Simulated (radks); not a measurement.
Q: The table gives one normalised radial function P(r) = r R(r) of Dy55+ in [Ne] 3s1 (r in bohr). All-electron calculation, scalar-relativistic Kohn-Sham, PBE, spin-polarised, spherical densities, point nucleus; open shells are filled with parallel spins first (spin-orbit coupling, left out, can overturn this in heavy ions). Program: a radial shooting solver on a logarithmic mesh with Libxc functionals.

r,P
0.001452,0.6881
0.001611,0.7450
0.001802,0.8103
0.001999,0.8748
0.002236,0.9481
0.002481,1.0197
0.002775,1.1003
0.003079,1.1779
0.003444,1.2637
0.003821,1.3447
0.004274,1.4322
0.004743,1.5122
0.005305,1.5953
0.005886,1.6675
0.006584,1.7372
0.007306,1.7915
0.008106,1.8326
0.009067,1.8578
0.01006,1.8593
0.01125,1.8323
0.01249,1.7756
0.01397,1.6750
0.0155,1.5401
0.01733,1.3453
0.01923,1.1150
0.02151,0.8116
0.02387,0.4783
0.0267,0.0669
0.02963,-0.3582
0.03314,-0.8517
0.03677,-1.3294
0.04113,-1.8456
0.04563,-2.3050
0.05104,-2.7523
0.05664,-3.0987
0.06335,-3.3718
0.07029,-3.5133
0.07799,-3.5348
0.08724,-3.4204
0.0968,-3.1942
0.1083,-2.8424
0.1201,-2.4440
0.1344,-1.9768
0.1491,-1.5441
0.1668,-1.1157
0.1851,-0.7769
0.207,-0.4898
0.2297,-0.2966
0.2569,-0.1582
0.285,-0.0807
0.3188,-0.0351
0.3538,-0.0145
0.3957,-0.0049
0.4391,-0.0016
0.4911,-0.0004
0.5449,-0.0001
0.6095,0.0000
0.6763,0.0000

Which n and l does it have? It may be an empty orbital.

A: n = 2, l = 0: the number of nodes gives n - l - 1 = 1, the rise at small r (about r^(l+1), flatter next to the nucleus through relativity) gives l, and the extent must fit the shell. The curve is that of 2s down; the table hardly tells the two spins apart. 2s down: eigenvalue -13017.2 eV, 1 radial node at r = 0.0272 bohr, <r> = 0.0883 bohr, 90 % of the charge inside 0.136 bohr.
